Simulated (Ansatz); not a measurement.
Abstraction of F: CHBrClF + CH3 → CHBrCl + CH3F

Species: CHBrClF (bromochlorofluoromethane) `FC(Cl)Br`, singlet; CH3 `[CH3]`, doublet; CHBrCl `Cl[CH]Br`, doublet; CH3F (fluoromethane) `CF`, singlet. A radical takes F: the energy is the difference in strength between two C–F bonds in different surroundings.

Shapes, held fixed at every level: PBE0-D4/def2-TZVP. Programs: Ansatz 0.2.0. The zero-point and thermal change to 298 K, harmonic and unscaled (PBE0-D4/def2-TZVP), is +7.8 kJ/mol.

Estimate ΔH(298 K) of this reaction.

The highest level, CCSD(T)/def2-TZVPP, gives ΔH(298 K) = -9.2 kJ/mol; the levels span -15.5 to -7.5. The column of differences is taken from that level and isn't an error. No measured value is set beside it here. Open shells run unrestricted unless RO is named. Relativity is left out for Br unless named. Correlated rows may include outer-core shells of Br, which these sets cover unevenly. Times are processor times on shared x86 and Arm servers, and rough.

```csv
level,kind,ΔH(298 K) (kJ/mol),less CCSD(T)/def2-TZVPP,CPU time (sum over the molecules)
HF/def2-TZVPP,Hartree–Fock,-7.5,+1.7,–
PBE-D4/def2-TZVPP,GGA,-15.5,-6.3,12 s
PBE0/def2-SVP,global hybrid,-12.1,-2.9,24 s
PBE0-D4/def2-TZVPP,global hybrid,-14.1,-4.9,14 s
wB97M-V/def2-TZVPP,range-separated hybrid,-8.6,+0.6,52 s
wB97X-V/def2-TZVPP,range-separated hybrid,-14.7,-5.5,36 s
CCSD/def2-TZVPP,coupled cluster or CI,-10.4,-1.2,–
CCSD(T)/def2-TZVPP,coupled cluster or CI,-9.2,0.0,4.6 min
```
